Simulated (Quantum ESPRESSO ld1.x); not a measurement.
Species: Al+. Configuration: [Ne] 3s2. Method: non-relativistic Kohn-Sham, LDA (Slater exchange, Perdew-Wang correlation), spin-polarised, spherical densities, point nucleus; computed with ld1.x of Quantum ESPRESSO 7.5.

Unscreened Slater integrals over Kohn-Sham orbitals (hartree). They are taken over the spin-up orbitals.

integral,value
"F0(3s,3s)",0.38031
"F0(3s,2p)",0.50653
"G1(3s,2p)",0.034011
"F0(3s,2s)",0.50428
"G0(3s,2s)",0.026865
"F0(3s,1s)",0.54718
"G0(3s,1s)",0.012296
"F0(2p,2p)",1.5274
"F2(2p,2p)",0.69476
"F0(2p,2s)",1.4738
"G1(2p,2s)",0.88056
"F0(2p,1s)",2.1707
"G1(2p,1s)",0.28376
"F0(2s,2s)",1.4404
"F0(2s,1s)",2.0432
"G0(2s,1s)",0.16016
"F0(1s,1s)",7.7813
